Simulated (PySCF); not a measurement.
## Identify the compound

The spectra below were simulated for a compound C5H15OPSi.

¹H NMR (400 MHz, computed): δ 5.55 (m, 2H), 1.41 (q, 2H), 1.32 (s, 6H), 1.15 (t, 3H), 0.93 (m, 2H).

¹³C{¹H} NMR (computed): δ 75.0 (C), 40.9 (CH2), 30.2 (CH3, 2C), 9.7 (CH3).

Computational details: geometry from GFN2-xTB, GIAO PBE0/pcSseg-1 shieldings, in PySCF (no relativistic terms, single conformer, one averaged value for each set of equivalent atoms, in vacuum).

Referencing at the same level of theory: TMS for ¹H and ¹³C.

Question: Propose a structure and justify it.

Answer: 
- 4 carbon signals for 5 carbons: some carbons are equivalent by symmetry or fast rotation.
- Carbon types of the structure: 1 × C, 1 × CH2, 3 × CH3, leaving 4 H on heteroatoms.
- δC 75.0: fully substituted sp3 carbon bonded to O; pulled downfield by the heteroatom.
- δC 40.9: sp3 CH2; a saturated carbon with 2 carbon neighbours and no heteroatom attached.
- δC 30.2, 9.7: methyl carbon; a saturated carbon with 1 carbon neighbour and no heteroatom attached.
- δH 5.55: hydrogen on a silicon bonded to O, P.
- δH 1.41: hydrogen on an sp3 CH2.
- δH 1.32, 1.15: hydrogen on a methyl carbon.
- δH 0.93: hydrogen on a phosphorus bonded to Si.

Structure: SMILES CCC(C)(C)O[SiH2]P.

The data come from this structure; uniqueness wasn't tested.

Splittings by ³¹P in the carbon and heteronuclear signals aren't shown, as no couplings were computed. Shifts are as computed. Against solution values, carbons near 30 ppm lie about +3 ppm off and those near 130 ppm about +5 ppm. Of 1211 compounds with measured shifts, 218 miss one by over three times the rms of a fit or turn the order of signals round; such compounds aren't used in these exercises. Multiplicities follow the n + 1 count of equivalent neighbours, as no J values were calculated; m marks all less simple cases, F and P coupling included.
